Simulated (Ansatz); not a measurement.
A nudged elastic band was laid between two geometries of CH3AsN (6 atoms, charge 0, multiplicity 2).

These are results of UKS PBE0/def2-SVP in Ansatz 0.2.0, not measurements.

```json
{"movable images": "5", "climbing image": "yes", "spring": "5.0 eV/Å²", "optimiser": "quadratic models (default)", "start path": "straight line", "force threshold": "0.05 eV/Å", "iteration limit": "60", "end points": "relaxed"}
```

Initial state:

```xyz
6
Properties=species:S:1:pos:R:3
C -0.093 -0.107 -0.634
N -0.661 -0.961 0.324
As -0.365 0.814 1.075
H -0.765 0.242 -1.435
H 0.910 -0.372 -1.002
H 0.975 0.384 1.672
```

Final state:

```xyz
6
Properties=species:S:1:pos:R:3
C -0.263 0.435 -0.659
N -0.211 -0.870 -0.248
As -0.366 0.323 1.272
H -0.935 0.839 -1.426
H 0.652 -1.401 -0.382
H 1.123 0.674 1.442
```

Which bonds break or form, and what moves?

Bonds broken: C1–H5. Bonds formed: N2–H5.

What energy profile does the band end with?

The run converged. The highest image is number 3 of 0 to 6, 46.4 kcal/mol above the first end and 38.9 kcal/mol above the last; the last end lies 7.5 kcal/mol above the first. Another band between the same ends (5 images) ends at a top of the same energy, where a vibrational analysis finds 1 clearly imaginary mode.

| image | path coordinate (Å) | energy (kcal/mol) | C1–H5 (Å) | N2–H5 (Å) |
| --- | --- | --- | --- | --- |
| 0 | 0.00 | 0.0 | 1.10 | 2.14 |
| 1 | 0.36 | 3.3 | 1.10 | 1.99 |
| 2 | 0.72 | 21.8 | 1.12 | 1.64 |
| 3 | 1.08 | 46.4 | 1.28 | 1.24 |
| 4 | 1.40 | 27.1 | 1.60 | 1.05 |
| 5 | 1.73 | 11.3 | 1.90 | 1.02 |
| 6 | 2.05 | 7.5 | 2.07 | 1.02 |

What is the geometry of the highest image?


```xyz
6
Properties=species:S:1:pos:R:3
C -0.214 0.186 -0.653
N -0.404 -1.043 0.039
As -0.379 0.523 1.237
H -0.757 0.510 -1.552
H 0.628 -0.770 -0.583
H 1.125 0.594 1.513
```

The band took 7 iterations and of the order of 2.7 core-minutes.

Run time: 85 s on 2 threads of Arm Neoverse V1 (shared host), peak memory 0.2 GiB.
